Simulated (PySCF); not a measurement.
Structure revision by computed shifts

A compound C₆H₁₂Si₂ gives the data below (simulated from a calculation) and was assigned the structure `C=C[C@H]([SiH3])C1=C[SiH2]C1`.

¹³C{¹H} NMR (computed): δ 145.9 (CH2), 135.9 (CH), 119.6 (C), 114.1 (C), 10.9 (CH3), 9.0 (CH2).

¹H NMR (600 MHz, computed): δ 6.64 (m, 1H), 6.62 (m, 1H), 6.25 (m, 1H), 4.74 (d, 2H), 4.37 (t, 2H), 1.11 (m, 3H), 1.06 (m, 2H).

- GFN2-xTB geometry
- shielding tensors at PBE0/pcSseg-1 (GIAO)
- run in PySCF 2.14.0 with density-fitted response routines
- rapidly exchanging positions averaged, one computed conformer, relativity neglected, in vacuum

Shifts are taken against calculated references (same method and geometry level): TMS for ¹H (31.72 ppm) and ¹³C (186.93 ppm).

Task: Compare with the shifts computed for the proposed structure, pairing carbons in order of shift.

Result: Atom-mapped SMILES (the numbers label the heavy atoms): `[CH2:1]=[CH:2][C@H:3]([SiH3:4])[C:5]1=[CH:6][SiH2:7][CH2:8]1` (H(Xn): hydrogen on atom n).

| atom | computed for proposal | given list | difference |
| --- | --- | --- | --- |
| C5 | 175.1 | 145.9 | +29.2 |
| C2 | 143.0 | 135.9 | +7.1 |
| C6 | 128.8 | 119.6 | +9.2 |
| C1 | 118.8 | 114.1 | +4.7 |
| C3 | 47.6 | 10.9 | +36.7 |
| C8 | 17.0 | 9.0 | +8.0 |

The rms difference is 20.1 ppm and the largest +36.7 ppm at C3 (allylic sp3 CH bonded to Si). The carbon types in order of shift don't match either: C, CH, CH, CH2, CH, CH2 for the proposal against CH2, CH, C, C, CH3, CH2 in the data. The proposal doesn't fit.

Task: Which isomer fits?

Result: `C=C[SiH2]C#C[SiH2]CC`.

1. Carbon types of the structure: 2 × C, 1 × CH, 2 × CH2, 1 × CH3, leaving 4 H on heteroatoms.
2. δC 145.9: terminal =CH2 carbon; an sp2 carbon of a C=C bond.
3. δC 135.9: alkene CH; an sp2 carbon of a C=C bond.
4. δC 119.6, 114.1: alkyne carbon.
5. δH 6.64, 6.62: hydrogen on a terminal =CH2 carbon; a vinylic proton, deshielded by the sp2 carbon and the C=C anisotropy.

Other isomers checked: C=C[Si@H](C)C1=C[SiH2]C1 (rms 23.9 ppm).

The data come from this structure; uniqueness wasn't tested.

Shifts are as computed. Against solution values, carbons near 30 ppm lie about +3 ppm off and those near 130 ppm about +5 ppm. Of 1309 compounds with measured shifts, 239 miss one by over three times the rms of a fit or turn the order of signals round; such compounds aren't used in these exercises. Multiplicities follow the n + 1 count of equivalent neighbours, as no J values were calculated; m marks all less simple cases, F and P coupling included.
